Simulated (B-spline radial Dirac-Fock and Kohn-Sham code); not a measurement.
Kohn-Sham estimates against Dirac-Fock for the levels of Zr¹¹⁺

System: the Zr¹¹⁺ ion, [Ar] 3d10 4s1.

The density-functional columns are spherical, spin-unpolarised Dirac-Kohn-Sham results without Breit or QED terms: −ε is minus the orbital energy of the initial state and ΔSCF the difference of two total energies. The reference in the last column comes from ΔSCF Dirac-Fock with Breit, self-energy and vacuum polarisation, finite nucleus, configuration average. All numbers are from a radial finite-basis atomic code, in eV; a selection of levels is shown. The Kohn-Sham columns are given as differences from the reference. For the 1s level of heavy atoms much of the gap between ΔSCF and the reference is the Breit and QED part, -46.4 eV here; for other levels the error of the functional can be larger.

```
level  LDA −ε − DF  LDA ΔSCF − DF  Dirac-Fock
   1s       -224.2          +41.9     18230.9
   2s        -89.8          -37.7      2765.0
2p1/2        -67.0           -4.6      2536.4
2p3/2        -68.3           -7.9      2451.8
3p1/2        -35.7          -13.1       565.1
3p3/2        -35.5          -13.3       551.0
3d3/2        -21.4           +1.7       400.7
3d5/2        -21.6           +1.4       398.2
   4s         -7.4           +2.7       235.0
```

For the outermost level NIST gives 236.252 ± 0.025 eV (measured); the differences from it are LDA −ε -8.61, LDA ΔSCF +1.48, Dirac-Fock -1.24 eV.

Values without a named source are computed, but for edge energies of neutral atoms, which are taken from tables.
